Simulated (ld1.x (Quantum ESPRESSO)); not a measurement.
Ag (Z = 47) ultrasoft: all-electron and pseudo phase curves

```json
{"Element": "Ag", "Generator": "ld1.x (Quantum ESPRESSO) 7.5", "Type": "ultrasoft", "Functional": "PW91", "Relativity": "scalar-relativistic", "Frozen core": "[Kr]", "Valence charge": "11", "Reference configuration": "4d10 5s1 5p0", "Partial waves": "5s (bound): rcut 2.45, rcutus 3.86 bohr; 5s channel at 4.6 Ry: rcut 2.45, rcutus 3.86 bohr; 5p (bound, empty): rcut 2.75, rcutus 3.45 bohr; 5p channel at 3.05 Ry: rcut 2.75, rcutus 3.45 bohr; 4d (bound): rcut 1.50, rcutus 1.95 bohr; 4d channel at 2.85 Ry: rcut 1.50, rcutus 1.95 bohr; 4f channel at 0.45 Ry: rcut 2.35, rcutus 3.25 bohr; 4f channel at 2.1 Ry: rcut 2.35, rcutus 3.25 bohr", "Local potential": "all-electron potential smoothed inside 3.10 bohr (lloc = -2)", "Core correction": "Bessel-smoothed model core, default radius (core density twice the valence density)", "Augmentation charge": "PSQ, inside the norm-conserving radii"}
```

The phase is arctan(r·u′/u) with u = r·R(r), unwrapped; energies in Ry, scanned from -3 to 5 Ry. A pole is an energy at which the radial function vanishes at the test radius. The pseudo phase is shifted by a multiple of π to meet the all-electron one at the reference energy, and phase errors are pseudo minus all-electron; the curves can meet again beyond the range given. Levels narrower than the energy grid can be missing from the lists of poles.

Question: For each channel, where are the poles, and over which energies does the pseudopotential scatter like the atom?

Answer:

| channel | radius (bohr) | reference energy (Ry) | poles, all-electron | poles, pseudo | unbroken range about the reference energy with phases within 0.05 rad | phase error 1 Ry above the reference energy (rad) |
| --- | --- | --- | --- | --- | --- | --- |
| s | 4.18 | -0.33 | -0.06, 2.67 | -0.10, 2.10 | -0.4 to 0.0 | -1.555 |
| p | 4.18 | -0.06 | 0.52, 3.40 | 0.52, 3.40 | below 1.5 | -0.005 |
| d | 4.18 | -0.55 | -0.54, 1.59, 4.80 | -0.54, 1.61, 4.92 | below 0.5 | +0.035 |
| f | 4.18 | 0.45 | 1.85, 3.89 | 1.85, 4.13 | below 2.7 | +0.001 |

Phases in the p channel:

```json
{"E (Ry)": "-3.00", "all-electron": "1.429", "pseudo": "1.429"}
{"E (Ry)": "-2.52", "all-electron": "1.415", "pseudo": "1.415"}
{"E (Ry)": "-2.04", "all-electron": "1.397", "pseudo": "1.396"}
{"E (Ry)": "-1.56", "all-electron": "1.368", "pseudo": "1.368"}
{"E (Ry)": "-1.08", "all-electron": "1.319", "pseudo": "1.319"}
{"E (Ry)": "-0.60", "all-electron": "1.201", "pseudo": "1.201"}
{"E (Ry)": "-0.12", "all-electron": "0.320", "pseudo": "0.320"}
{"E (Ry)": "0.36", "all-electron": "-1.475", "pseudo": "-1.476"}
{"E (Ry)": "0.84", "all-electron": "-1.692", "pseudo": "-1.696"}
{"E (Ry)": "1.32", "all-electron": "-1.925", "pseudo": "-1.941"}
{"E (Ry)": "1.80", "all-electron": "-3.441", "pseudo": "-3.535"}
{"E (Ry)": "2.28", "all-electron": "-4.466", "pseudo": "-4.472"}
{"E (Ry)": "2.76", "all-electron": "-4.624", "pseudo": "-4.624"}
{"E (Ry)": "3.24", "all-electron": "-4.694", "pseudo": "-4.694"}
{"E (Ry)": "3.72", "all-electron": "-4.745", "pseudo": "-4.748"}
{"E (Ry)": "4.20", "all-electron": "-4.798", "pseudo": "-4.811"}
{"E (Ry)": "4.68", "all-electron": "-4.883", "pseudo": "-4.971"}
```
